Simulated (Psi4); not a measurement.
Interaction energy of H4Si ··· H4Ge (SMILES [SiH4] and [GeH4]), singlet. Monomers: optimised at B3LYP-D3(BJ) (def2-TZVP), held rigid. Orientation: a random orientation, not optimised. Only R, the distance of the centres of mass, is varied, so the lowest point isn't the relaxed dimer.

Geometry at R = 4.30 Å (first 5 atoms: monomer A):
```
10

Si     0.0000     0.0000     0.0000
H     -0.2474    -1.0392    -1.0248
H     -0.7124     1.2423    -0.3749
H      1.4527     0.2713     0.0869
H     -0.4928    -0.4744     1.3128
Ge     1.2404     4.0746     0.5911
H      1.1097     5.1108     1.7172
H      2.2920     3.0251     0.9806
H      1.6738     4.7776    -0.7038
H     -0.1140     3.3847     0.3705
```

Calculation: SAPT0/jun-cc-pVDZ, frozen core (Psi4).

Components in kcal/mol:

```tsv
R / Å	electrostatics	exchange	induction	dispersion	total
3.71	-5.04	17.54	-1.95	-3.65	6.90
3.88	-2.98	10.65	-1.13	-2.61	3.93
4.06	-1.69	6.22	-0.63	-1.86	2.03
4.30	-0.79	2.99	-0.29	-1.22	0.70
4.48	-0.44	1.71	-0.16	-0.90	0.21
4.73	-0.19	0.78	-0.07	-0.61	-0.09
5.03	-0.07	0.30	-0.03	-0.39	-0.18
5.32	-0.02	0.12	-0.01	-0.26	-0.17
5.77	0.00	0.03	0.00	-0.14	-0.12
6.49	0.00	0.00	0.00	-0.06	-0.06
7.47	0.00	0.00	0.00	-0.03	-0.02
8.79	0.00	0.00	0.00	-0.01	-0.01
```
